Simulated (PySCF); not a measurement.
Vibration and rotation of EuF

UHF-SCS-MP2 constants of EuF, nonet, about 7.0 electrons in the 4f shell (Mulliken) (basis Eu x2c-TZVPall, F x2c-TZVPall; spin-free X2C with a Gaussian nucleus; PySCF 2.14; masses 152.9212 and 18.9984 u):

* ωe: 505.5 cm⁻¹
* ωexe: 2.24 cm⁻¹
* Be: 0.23145 cm⁻¹
* αe: 0.00137 cm⁻¹

What force constant and bond length do these constants imply?

Reduced mass μred = 16.899 u; k = 5.8918×10⁻⁷·μred·ωe² (u, cm⁻¹, mdyn/Å) = 2.54 mdyn/Å; Re = √(16.8576/(μred·Be)) (u, cm⁻¹, Å) = 2.076 Å.

Estimate the centrifugal constant D from the Kratzer relation and find the Dunham coefficient a1.

D = 4Be³/ωe² = 1.94e-07 cm⁻¹; a1 = −1 − αeωe/(6Be²) = -3.15.

Correlated steps freeze 19 core orbitals. Spin–orbit coupling is left out, which matters for elements this heavy, above all for dissociation energies. The state is the lowest single determinant that the PBE0 search found; with open d or f shells the true ground state can be another one.
